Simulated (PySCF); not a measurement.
Z-matrix (Å, degrees):
```
C
H 1 1.0856
N 1 1.4337 2 112.68
H 3 1.0119 1 110.89 2 -162.95
H 3 1.0129 4 107.40 1 121.33
C 1 1.4879 2 115.86 3 -142.50
H 6 1.0825 1 118.87 2 2.18
H 6 1.0844 7 114.05 1 -144.83
C 1 1.5040 2 115.86 3 149.51
H 9 1.0835 1 119.00 2 -1.27
H 9 1.0838 10 114.72 6 -145.38
```
Charge 0, spin multiplicity 1.

Q: Predict the total energy, HOMO and LUMO from PySCF with PBE0-D3(BJ)/def2-TZVP.

A: 
```
Item                Result
------------  ------------
total energy  -173.1060 Ha
HOMO              -6.53 eV
LUMO               1.37 eV
```
